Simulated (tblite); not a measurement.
C7H9O (doublet state).
Structure used (GFN2-xTB), in Å, numbered top down from 1:
```xyz
17
C7H9O angstrom
C      3.1240    0.2508    0.3589
O      2.3144   -0.7951    0.2012
C      0.9919   -0.6990    0.1949
C      0.1335   -1.7544    0.0391
C     -1.2067   -1.2627    0.0859
C     -1.2171    0.0759    0.2679
C     -2.3850    0.9898    0.3707
C      0.1996    0.5695    0.3556
H      4.1683    0.0210    0.3265
H      2.7546    1.2504    0.4765
H      0.4162   -2.7805   -0.0968
H     -2.0742   -1.8905   -0.0127
H     -2.3741    1.7229   -0.4379
H     -3.3134    0.4274    0.3145
H     -2.3655    1.5395    1.3129
H      0.4258    1.2930   -0.4329
H      0.4008    1.0541    1.3153
```

Level: GFN2-xTB in tblite, geometry and Hessian alike; calculated harmonic values, unscaled, isolated species. Against measured fundamentals such values can be off by several per cent, at times by over 20. One conformer, not necessarily the lowest. Open shells enter through the occupations alone, without spin polarisation, and single modes of such species can be off by tens of per cent.

Harmonic wavenumbers (cm⁻¹): 108.4, 142.3, 166.3, 188.0, 192.4, 286.3, 331.3, 373.8, 438.3, 488.4, 500.0, 541.9, 680.0, 770.5, 837.8, 892.6, 898.2, 924.6, 998.7, 1013.2, 1045.8, 1083.0, 1084.6, 1135.3, 1201.9, 1217.8, 1278.9, 1330.5, 1352.2, 1368.1, 1403.2, 1414.4, 1476.6, 1477.9, 1506.7, 1619.2, 2931.3, 2955.4, 2973.6, 2992.8, 3046.6, 3130.9, 3136.9, 3157.3, 3198.2.

A = 5003, B = 1366, C = 1087 MHz; mass 109.065 u (most abundant isotopes); point group Cs, symmetry number 1; spin multiplicity 2.

Task: Zero-point energy?

Result: ½Σν̃ = 29646 cm⁻¹ = 84.76 kcal/mol.

Task: Entropy at 500 K, 1 bar (ideal gas, RRHO, classical rotation)?

Result: Translation 42.57, rotation 29.70, vibration 39.15, spin (R ln 2) 1.38: S = 112.8 cal/(mol K).

Task: And Cp and H(500 K) − H(0)?

Result: Cp = 50.88 cal/(mol K), of which vibrations give 42.93 (their classical limit is 45 R = 89.4); H(500 K) − H(0) = 14.77 kcal/mol without the zero-point energy, 10.80 from vibrations.

Task: Blend soft modes into free rotors: weight 1/[1 + (100 cm⁻¹/ν̃)⁴] for the oscillator and the rest for a rotor with moment μB/(μ + B), μ = h/(8π²ν), B = 10⁻⁴⁴ kg m². What vibrational entropy results?

Result: 38.43 cal/(mol K) in place of 39.15, which changes −T·S at 500 K by +0.36 kcal/mol.

Task: What must be added to the electronic energy to get the Gibbs energy at 500 K and 1 bar?

Result: ZPE + [H(500 K) − H(0)] − T·S = 84.76 + 14.77 − 56.40 = 43.13 kcal/mol.

Task: How do the functions run with temperature in this model?

Result: 
```
 T (K)  S (cal/(mol K))  Cp (cal/(mol K))  H − H(0) (kcal/mol)  G − H(0) (kcal/mol)  ln q(vib)
    50             56.1              10.4                 0.43                -2.38       0.08
   100             65.1              16.1                 1.09                -5.42       0.64
298.15             90.9              34.3                 6.10               -21.02       4.48
373.15             99.4              41.0                 8.92               -28.16       6.08
   750            136.2              64.6                29.34               -72.83      14.18
  1000            156.1              73.4                46.66              -109.44      19.24
```

q(vib) and H(0) count from the zero-point level.

Task: Which modes carry the vibrational entropy at 500 K?

Result: 108.4 cm⁻¹: 4.31; 142.3 cm⁻¹: 3.78; 166.3 cm⁻¹: 3.47; 188.0 cm⁻¹: 3.23; 192.4 cm⁻¹: 3.19; 286.3 cm⁻¹: 2.43 cal/(mol K); the other 39 give 18.74 together.

Hindered rotation and anharmonicity are outside this model. Other conformers, if any are populated, would add a mixing term that is left out.
